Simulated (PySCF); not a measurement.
A run for PySCF: R-HF/3-21G on C2H4O2 (a complex), monomers drawn apart or pushed together.

```python
from pyscf import gto, scf, dft, mp
from pyscf.data.elements import chemcore

mol = gto.M(
    atom='''
    C     0.03190326    0.02945807   -0.07735461
    H    -0.97734099   -0.28654657    0.18376286
    H     0.26346853    0.96972907    0.42142123
    H     0.74163091   -0.73660622    0.23239895
    H     0.09864521    0.16842008   -1.15532657
    O     0.18553582    1.09388807    3.06353356
    C    -0.04431414   -0.04037226    2.98974998
    O    -0.27418428   -1.17466071    2.91940958
    ''',
    basis='3-21g',
    charge=0, spin=0, verbose=3, max_memory=1800)
mf = scf.RHF(mol)
mf.conv_tol = 1e-8
mf.max_cycle = 100
mf.kernel()
if not mf.converged:
    mf = mf.newton().run(mf.mo_coeff, mf.mo_occ)
```

Give the final energy of this run.

-226.5380 hartree.
